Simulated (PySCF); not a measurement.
How methods differ on the ionisation energy of Al²⁺

Al²⁺ [Ne] 3s1 (2S) → Al³⁺ [Ne] (1S), as a difference of total energies. Calculation: PySCF 2.14, in ANO-RCC-VTZP (5s4p2d1f, 34 functions); the spin-free X2C one-electron Hamiltonian (Gaussian nucleus). Correlated levels: valence and next inner shell: 1s2 frozen. The calculations carry no spin-orbit coupling.

```
                                method  ionisation energy (eV)  error (eV)
                                   UHF                  28.088      -0.360
    MP2 (valence and next inner shell)                  28.271      -0.177
SCS-MP2 (valence and next inner shell)                  28.227      -0.221
   CCSD (valence and next inner shell)                  28.266      -0.182
CCSD(T) (valence and next inner shell)                  28.268      -0.180
  CCSDT (valence and next inner shell)                  28.268      -0.180
```

Reference: 28.448 eV (measured; NIST Atomic Spectra Database, ionization energies).

Errors of the correlated levels include the incompleteness of this basis and the frozen core.
